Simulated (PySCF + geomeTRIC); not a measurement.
Species: [Hf(SH)4] (charge 0, multiplicity 1).

**Question.** Give a relaxed geometry from BP86-D3(BJ)/def2-SVP (PySCF + geomeTRIC).

**Answer.** Several could match; the one computed here: the end point of this relaxation, one of several conformers.
Z-matrix (Å, degrees):
```
Hf
S 1 2.4375
H 2 1.3704 1 89.10
S 1 2.4378 2 108.92 3 -71.95
H 4 1.3704 1 89.00 2 -168.28
S 1 2.4379 2 108.69 3 167.57
H 6 1.3703 1 89.00 2 74.15
S 1 2.4383 2 110.47 3 47.92
H 8 1.3702 1 89.01 2 47.33
```
